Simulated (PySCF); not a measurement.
Working with the constants of BeC⁺

UHF-CCSD(T) constants of BeC⁺, ⁴Σ⁻ (quartet), unpaired electrons σ ↑, π ↑↑ (Be aug-cc-pVDZ, C aug-cc-pVDZ; no relativity (PySCF 2.14); masses 9.0122 and 12.0000 u):

- ωe: 1087.0 cm⁻¹
- ωexe: 8.16 cm⁻¹
- Be: 1.2906 cm⁻¹
- αe: 0.0138 cm⁻¹
- D (centrifugal): 7.28e-06 cm⁻¹
- De to Be⁺ + C: 2.48 eV

(1) Give the vibrational terms G(v) and spacings up to v = 6.

(2) How well does the Morse estimate ωe²/(4ωexe) reproduce De, and what is D0?

Correlated steps freeze 1 core orbital. Correlated levels converge slowly with the basis: in double zeta they bind strong bonds too weakly, by up to about 1 eV, and carry superposition errors of some tenths. For an ion De counts to the pair picked by the measured ionisation energies or electron affinities, which need not be the lowest pair at this level. The state is the lowest determinant that a PBE0 search found; another state may lie lower at other levels.

## Answers

(1) G(v) = ωe(v+½) − ωexe(v+½)².

```json
{"v": "0", "G(v) (cm⁻¹)": "541", "G(v) − G(v−1)": "", "Bv (cm⁻¹)": "1.284"}
{"v": "1", "G(v) (cm⁻¹)": "1612", "G(v) − G(v−1)": "1071", "Bv (cm⁻¹)": "1.270"}
{"v": "2", "G(v) (cm⁻¹)": "2666", "G(v) − G(v−1)": "1054", "Bv (cm⁻¹)": "1.256"}
{"v": "3", "G(v) (cm⁻¹)": "3705", "G(v) − G(v−1)": "1038", "Bv (cm⁻¹)": "1.242"}
{"v": "4", "G(v) (cm⁻¹)": "4726", "G(v) − G(v−1)": "1022", "Bv (cm⁻¹)": "1.228"}
{"v": "5", "G(v) (cm⁻¹)": "5732", "G(v) − G(v−1)": "1005", "Bv (cm⁻¹)": "1.215"}
{"v": "6", "G(v) (cm⁻¹)": "6721", "G(v) − G(v−1)": "989", "Bv (cm⁻¹)": "1.201"}
```

(2) It gives 4.49 eV, 181 % of the computed De. D0 = De − G(0) = 2.48 − 0.07 = 2.41 eV.
